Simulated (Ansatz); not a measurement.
Basis-set extrapolation for CH4BClN2 (`N=C(N)BCl`) (PBE0-D4/def2-TZVP geometry, frozen core, the Gaussian-basis code of Ansatz). Multiplicity 1, RHF reference.

|  | def2-TZVPP | def2-QZVPP |
| --- | --- | --- |
| HF | -633.387429 | -633.408146 |
| MP2 correlation | -0.856745 | -0.922158 |
| CCSD(T) correlation | -0.933330 | not run |

Energies in hartree. Use E(X) = E(∞) + A·exp(−7.88·√X) for Hartree–Fock and E(X) = E(∞) + B·X^(−2.97) for correlation, with X = 3 and 4, and add CCSD(T) minus MP2 of the smaller set to the MP2 limit.

Task: What is the CCSD(T) energy at the basis-set limit?

Result: HF limit: -633.408146 + (-0.020717) × 0.13774 = -633.41100. MP2 limit: -0.922158 + (-0.065413) × 0.74074 = -0.97061. Higher-order term: -0.933330 − (-0.856745) = -0.07659. Total: -634.45820 hartree, 360.9 kJ/mol below CCSD(T)/def2-TZVPP.
